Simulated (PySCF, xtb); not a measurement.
C3H8O2Si, SMILES C=C[Si@@H](O)OC.

GFN2-xTB (xtb) at its own geometry gives an orbital gap of 4.55 eV and a dipole moment of 1.33 D.

Coordinates come from a PBE0-D3(BJ)/def2-SVP optimisation. The structure was generated by enumeration; whether it is a known compound was not checked. The values are those of a single conformer.

Q: What does PySCF with r2SCAN/def2-TZVP give? (An estimate is asked for; the answer gives what the named calculation found.)

A: gap 5.48 eV (levels -6.88 and -1.40 eV), dipole 1.19 D.
